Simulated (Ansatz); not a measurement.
Ansatz (a first-principles code) input:
A basis named .json is the Basis Set Exchange file of that set.

Ansatz 0.2 input:
```yaml
crystal:
  periodic: [false, false, false]
  atoms:
    - {symbol: Si, position_ang: [0.23221123, -0.14228547, 0.35668380]}
    - {symbol: F, position_ang: [-0.90078658, -0.95744892, -0.40825915]}
    - {symbol: F, position_ang: [0.39676744, 1.26628240, -0.36593023]}
    - {symbol: H, position_ang: [1.49823902, -0.87873003, 0.23656190]}
    - {symbol: H, position_ang: [-0.21302390, 0.09122531, 1.73756926]}
basis:
  gaussian:
    orbitals: cc-pV_T+d_Z.json
hamiltonian:
  xc: pbe
magnetization: {spin_polarized: false}
correlation: {method: rpa, electrons: outside_noble_gas}
```

Q: What final total energy does it print?

A: -490.14203 Eh (RPA@PBE/cc-pV(T+d)Z). The basis has 127 functions.
